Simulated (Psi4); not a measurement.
Cl2Sr, charge +1, doublet, geometry from GFN2-xTB (such geometries of metal compounds can be far from the true shape) (a state made from the parent by changing its charge; the spin is typed, not shown lowest) (core potentials on Sr), atoms displaced at random by about 0.08 Å a coordinate; Psi4 with HF/def2-SVP, gradient.

Psi4 was given this input:
```
memory 2 GB

molecule mol {
1 2
  Sr    0.400505   -0.875642    0.318056
  Cl    0.501320    1.022440   -1.399476
  Cl   -1.580861    0.670730    0.550342
symmetry c1
no_reorient
no_com
}

set basis def2-svp
set reference uhf

gradient('scf')
print_variables()
```

Output, abridged:

```
gradient() will perform analytic gradient computation.

   => Loading Basis Set <=

    Name: DEF2-SVP
    Role: ORBITAL
    Keyword: BASIS

    !!!  WARNING: ECP capability is in beta. Please check occupations closely.  !!!

         ---------------------------------------------------------
                                   SCF
               by Justin Turney, Rob Parrish, Andy Simmonett
                          and Daniel G. A. Smith
                              UHF Reference
         ---------------------------------------------------------

  ==> Geometry <==

    Molecular point group: c1
    Full point group: C1

    Geometry (in Angstrom), charge = 1, multiplicity = 2:

       Center              X                  Y                   Z               Mass
    ------------   -----------------  -----------------  -----------------  -----------------
         SR           0.400505000000    -0.875642000000     0.318056000000    87.905612500000
         CL           0.501320000000     1.022440000000    -1.399476000000    34.968852682000
         CL          -1.580861000000     0.670730000000     0.550342000000    34.968852682000

  Running in c1 symmetry.

  Rotational constants: A =      0.11611  B =      0.09704  C =      0.05318 [cm^-1]
  Rotational constants: A =   3480.81693  B =   2909.19795  C =   1594.38529 [MHz]
  Nuclear repulsion =  123.965459222073193

  Charge       = 1
  Multiplicity = 2
  Electrons    = 43
  Nalpha       = 22
  Nbeta        = 21

  ==> Algorithm <==

  SCF Algorithm Type is DF.
  DIIS enabled.
  MOM disabled.
  Fractional occupation disabled.
  Guess Type is SAD.
  Energy threshold   = 1.00e-08
  Density threshold  = 1.00e-08
  Integral threshold = 1.00e-12

  ==> Primary Basis <==

  Basis Set: DEF2-SVP
    Blend: DEF2-SVP
    Number of shells: 25
    Number of basis functions: 59
    Number of Cartesian functions: 63
    Spherical Harmonics?: true
    Max angular momentum: 2

  Core potential: DEF2-SVP
    Number of shells: 4
    Number of ECP primitives: 10
    Number of ECP core electrons: 28
    Max angular momentum: 3

   => Loading Basis Set <=

    Name: (DEF2-SVP AUX)
    Role: JKFIT
    Keyword: DF_BASIS_SCF

  ==> Integral Setup <==

  SCF_SUBTYPE=INCORE selected. In-core MEM_DF algorithm will be used.
  Using in-core AOs.

  ==> MemDFJK: Density-Fitted J/K Matrices <==

    J tasked:                   Yes
    K tasked:                   Yes
    wK tasked:                   No
[...]
  @DF-UHF Final Energy:  -948.91987390327301
    Total Energy =                       -948.9198739032730145
[...]

         ------------------------------------------------------------
                                   SCF GRAD
                          Rob Parrish, Justin Turney,
                       Andy Simmonett, and Alex Sokolov
         ------------------------------------------------------------

  ==> Geometry <==

    Molecular point group: c1
    Full point group: C1

    Geometry (in Angstrom), charge = 1, multiplicity = 2:

       Center              X                  Y                   Z               Mass
    ------------   -----------------  -----------------  -----------------  -----------------
         SR           0.400505000000    -0.875642000000     0.318056000000    87.905612500000
         CL           0.501320000000     1.022440000000    -1.399476000000    34.968852682000
         CL          -1.580861000000     0.670730000000     0.550342000000    34.968852682000

  Nuclear repulsion =  123.965459222073193

  ==> Basis Set <==

  Basis Set: DEF2-SVP
    Blend: DEF2-SVP
    Number of shells: 25
    Number of basis functions: 59
    Number of Cartesian functions: 63
    Spherical Harmonics?: true
    Max angular momentum: 2

  Core potential: DEF2-SVP
    Number of shells: 4
    Number of ECP primitives: 10
    Number of ECP core electrons: 28
    Max angular momentum: 3

  ==> DFJKGrad: Density-Fitted SCF Gradients <==

    Gradient:                    1
    J tasked:                  Yes
    K tasked:                  Yes
    wK tasked:                  No
    Integrals threads:           1
    Schwarz Cutoff:          1E-12
    Fitting Condition:       1E-10

   => Auxiliary Basis Set <=

  Basis Set: (DEF2-SVP AUX)
    Blend: DEF2-UNIVERSAL-JKFIT
    Number of shells: 107
    Number of basis functions: 367
    Number of Cartesian functions: 449
    Spherical Harmonics?: true
    Max angular momentum: 4

  -Total Gradient:
     Atom            X                  Y                   Z
    ------   -----------------  -----------------  -----------------
       1       -0.024550732185     0.049471537393    -0.023276359225
       2        0.006572971667    -0.027732880090     0.018733087282
       3        0.017977760508    -0.021738657295     0.004543271940

  Variable Map:
  ----------------------------------------------------------------------------
[...]
  Array Variable Map:
  ----------------------------------------------------------------------------
[...]
[...]
```
